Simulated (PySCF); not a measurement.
O4Ru, triplet, at a GFN2-xTB geometry (such geometries of metal compounds can be far from the true shape) (the multiplicity is a formal guess) (core potentials on Ru).

The PySCF input:
```python
from pyscf import gto, scf, dft

mol = gto.Mole()
mol.atom = '''
    Ru    0.01430486   -0.02340224   -0.12950598
    O     1.17675629    0.70822560   -0.92296003
    O     0.49309506   -0.54979544    1.45089418
    O    -0.98119096   -1.02816347   -0.84754838
    O    -0.76733713    0.99844565    1.03189713
'''
mol.basis = 'def2-tzvpd'
mol.ecp = {'Ru': 'def2-tzvpd'}
mol.spin = 2
mol.verbose = 4
mol.build()

mf = dft.UKS(mol)
mf.xc = 'lda,vwn'
mf = mf.density_fit(auxbasis='def2-universal-jkfit')
mf.kernel()
```

Problem. What does this run give for the <S^2>, Mulliken (on the basis functions themselves) charges in atom order, nuclear repulsion energy?

Solution. 
```
Property                                                                                                      Result
------------------------------------------------------------------  ------------------------------------------------
<S^2>                                                                                                          2.011
Mulliken (on the basis functions themselves) charges in atom order  Ru1 2.36, O2 -0.70, O3 -0.48, O4 -0.70, O5 -0.48
nuclear repulsion energy                                                                                 241.2562 Eh
```

These values belong to the state on which the SCF converged, which isn't shown to be the lowest.
